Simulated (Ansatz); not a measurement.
Born–Oppenheimer molecular dynamics of BH5N2O (9 atoms, charge 0, multiplicity 1). It starts from a relaxed structure.

The calculation used RKS revPBE-D4/def2-SVP (Ansatz).

```yaml
ensemble: NVE (velocity Verlet)
time_step: 0.5 fs
steps_asked: 100
starting_velocities_drawn_for: 500 K
seed: 55225
```

First frame:

```xyz
9
Properties=species:S:1:pos:R:3
B -0.023 -0.020 -0.051
O 0.027 -0.013 1.346
H -0.861 0.026 1.736
N 1.232 0.056 -0.735
H 1.328 0.098 -1.746
H 2.091 0.259 -0.229
N -1.274 -0.077 -0.767
H -2.128 -0.417 -0.327
H -1.301 -0.193 -1.779
```

Problem. How far do the bonds stretch over the last three quarters of this one trajectory? (Pairs bonded in most of those frames.)

Solution. 
```csv
bond,mean (Å),spread (Å),shortest,longest
B1–O2,1.402,0.013,1.38,1.42
B1–N4,1.445,0.029,1.39,1.48
B1–N7,1.444,0.019,1.41,1.47
O2–H3,0.974,0.017,0.95,1.00
N4–H5,1.023,0.011,1.00,1.04
N4–H6,1.025,0.007,1.01,1.04
N7–H8,1.025,0.015,1.00,1.05
N7–H9,1.023,0.007,1.01,1.03
```

Mean temperature of the second half: 262 K. The conserved energy stayed within 0.16 meV per atom of its start (net change 0.055 meV per atom), so the integration is sound. A run of 0.05 ps of so small a system gives no equilibrium averages.

Time of the run: 3 min on 1 thread of Arm Neoverse V2, on a shared host, peak memory 0.11 GiB.
